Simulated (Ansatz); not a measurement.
Geometry optimisation, UKS PBE0-D4/def2-SVP in Ansatz 0.2.0.

input.yaml

```yaml
crystal:
  periodic: [false, false, false]
  atoms:
    - { symbol: Mg, position_ang: [-1.0099, 0.3018, 0.517] }
    - { symbol: C, position_ang: [1.458, -0.2373, 0.5929] }
    - { symbol: C, position_ang: [1.3406, -1.1252, -0.6365] }
    - { symbol: C, position_ang: [-2.2469, 1.4805, -0.6822] }
    - { symbol: H, position_ang: [0.6465, -0.7028, 1.6165] }
    - { symbol: Cl, position_ang: [-0.5035, -1.2605, 2.8307] }
    - { symbol: H, position_ang: [2.4607, -0.3135, 1.0081] }
    - { symbol: H, position_ang: [1.2882, 0.8241, 0.3392] }
    - { symbol: H, position_ang: [1.5401, -2.1623, -0.3663] }
    - { symbol: H, position_ang: [2.0627, -0.8358, -1.4075] }
    - { symbol: H, position_ang: [0.3323, -1.0785, -1.0832] }
    - { symbol: H, position_ang: [-2.1586, 1.1577, -1.7154] }
    - { symbol: H, position_ang: [-3.2932, 1.4376, -0.3945] }
    - { symbol: H, position_ang: [-1.917, 2.5144, -0.6187] }
magnetization:
  spin_polarized: true
basis:
  gaussian: { orbitals: def2-SVP }
hamiltonian:
  xc: pbe0
  dispersion: d4
relax:
  f_tol: 0.15
  max_steps: 25
  restrain:
    - { distance: [0, 5], at: 3.73, k: 30.0 }
    - { distance: [4, 1], at: 2.37, k: 30.0 }
    - { distance: [0, 1], at: 2.17, k: 30.0 }
    - { distance: [4, 5], at: 1.33, k: 30.0 }
output:
  orbitals: {}
```

Launched with:

```bash
$ ansatz run input.yaml --threads 4 --pin off --max-ram 5120MiB --backend cpu --events-out ev --progress --plain --runs-dir out
```

Task: Where does it end, and by what steps?

Result: The run converged. The restraints hold the end off the free minimum. After 17 steps the energy has risen by 0.559 eV (the restraints' own energy left out); H10 moved furthest, 1.31 Å. Joined: H5–Cl6 (1.76 → 1.31 Å).

| step | energy less start (eV) | largest force component (eV/Å) | accepted |
| --- | --- | --- | --- |
| 0 | 0.0000 | 2.220 | yes |
| 1 | 1.0808 | 2.854 | yes |
| 2 | 1.7132 | 4.014 | yes |
| 3 | 1.8221 | 4.162 | yes |
| 4 | 1.2618 | 2.174 | yes |
| 5 | 0.9268 | 0.785 | yes |
| 6 | 0.8137 | 0.759 | yes |
| 7 | 0.7580 | 0.778 | yes |
| 8 | 0.6711 | 0.526 | yes |
| 9 | 0.6324 | 0.470 | yes |
| 10 | 0.6032 | 0.444 | yes |
| 11 | 0.6005 | 0.687 | yes |
| 12 | 0.5963 | 0.755 | yes |
| 13 | 0.5691 | 0.467 | yes |
| 14 | 0.5640 | 0.398 | yes |
| 15 | 0.5842 | 0.786 | no |
| 16 | 0.5650 | 0.506 | yes |
| 17 | 0.5588 | 0.352 | yes |

```xyz
14
Properties=species:S:1:pos:R:3
Mg -0.627 0.853 -0.124
C 1.383 0.081 0.073
C 1.620 -1.289 -0.568
C -2.511 1.672 -0.527
H 0.445 -1.044 1.934
Cl -0.487 -1.698 2.587
H 1.766 0.086 1.115
H 2.024 0.835 -0.424
H 1.043 -2.087 -0.071
H 2.678 -1.604 -0.542
H 1.317 -1.305 -1.628
H -2.852 1.429 -1.548
H -3.284 1.296 0.166
H -2.514 2.773 -0.444
```

The run took 100 s on 4 threads of Arm Neoverse N1 (shared host), peak memory 0.42 GiB.
